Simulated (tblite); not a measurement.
Compound: C₅H₉NSSi.
Atom-mapped SMILES: `[CH3:1][SiH2:2]/[CH:3]=[C:4](\[C:5]#[N:6])[S:7][CH3:8]` (hydrogens: H9, H10, H11 on C1; H12, H13 on Si2; H14 on C3; H15, H16, H17 on C8)

Computed with GFN2-xTB (tblite), gas phase: L-BFGS steps from a force-field or distance-geometry start until the largest atomic force falls under 0.01 eV/Å.

Geometry at step 0:
```
atom  x, y, z in Å
C1     -2.7922    0.4002    0.5286
Si2    -1.9015   -0.8149   -0.5824
C3     -0.3342   -0.1560   -1.2497
C4      0.7555   -0.0305   -0.5040
C5      0.7162   -0.4544    0.9070
N6      0.6876   -0.7851    2.0235
S7      2.2599    0.6272   -1.2153
C8      3.4791    0.6021    0.1587
H9     -2.2187    0.6703    1.4277
H10    -3.1436    1.2818   -0.0279
H11    -3.7287   -0.1190    0.8558
H12    -2.8555   -1.2030   -1.6234
H13    -1.5730   -1.9774    0.2953
H14    -0.3393    0.1493   -2.3033
H15     2.9061    0.9793    1.0577
H16     3.7629   -0.4484    0.2883
H17     4.3126    1.2906   -0.0466
```

**Question.** Give the atomic forces at this geometry.

**Answer.** 
| atom | Fx (eV/Å) | Fy (eV/Å) | Fz (eV/Å) |
| --- | --- | --- | --- |
| C1 | -1.174 | 0.083 | 0.440 |
| Si2 | -0.989 | -1.270 | 0.796 |
| C3 | 0.121 | 0.431 | -1.172 |
| C4 | 0.803 | -0.337 | 1.786 |
| C5 | 0.266 | 0.022 | 0.258 |
| N6 | 0.122 | 0.724 | -2.308 |
| S7 | 0.073 | 0.065 | 0.222 |
| C8 | -1.046 | 0.278 | 0.882 |
| H9 | -0.344 | 0.075 | -0.519 |
| H10 | 0.373 | -0.142 | 0.441 |
| H11 | 0.762 | 0.494 | -0.021 |
| H12 | 0.165 | -0.028 | -0.171 |
| H13 | -0.096 | 0.170 | -0.353 |
| H14 | 0.380 | -0.040 | 0.501 |
| H15 | 0.803 | -0.479 | -0.778 |
| H16 | 0.228 | 0.505 | 0.117 |
| H17 | -0.447 | -0.552 | -0.120 |

The largest, 2.42 eV/Å, acts on N6; the rms over all components is 0.669 eV/Å. The forces sum to zero within rounding, as they must for an isolated molecule in no field.

**Question.** Give the force on N6 in Eh/bohr and in nN.

**Answer.** 2.422 eV/Å ÷ 51.422 = 0.04710 Eh/bohr, and 2.422 eV/Å × 1.602 = 3.88 nN.

**Question.** How far is this geometry from the end of the optimisation?

**Answer.** 0.405 eV above it, and 0.157 Å rms away after alignment. The bonds farthest from their final lengths, with half the difference of the two atoms' forces along the bond (positive lengthens):

```csv
bond,now (Å),final (Å),force along bond (eV/Å)
C4–C5,1.474,1.406,-0.78
Si2–C3,1.826,1.887,+1.14
C8–H15,1.131,1.086,-1.25
C1–H11,1.120,1.086,-0.97
Si2–H13,1.493,1.465,-0.80
C1–Si2,1.872,1.898,+0.38
```

The angle farthest from its final value is C3–Si2–H12, 113.3° against 106.4°.

Of the 6 listed bonds off by 0.010 Å or more, this force points towards the final length in 6.

What follows is the cost of the whole relaxation. Time: 1.1 s wall. Hardware: Arm Neoverse N1, one thread, no GPU, shared host with 64 logical CPUs at a one-minute load of 60.
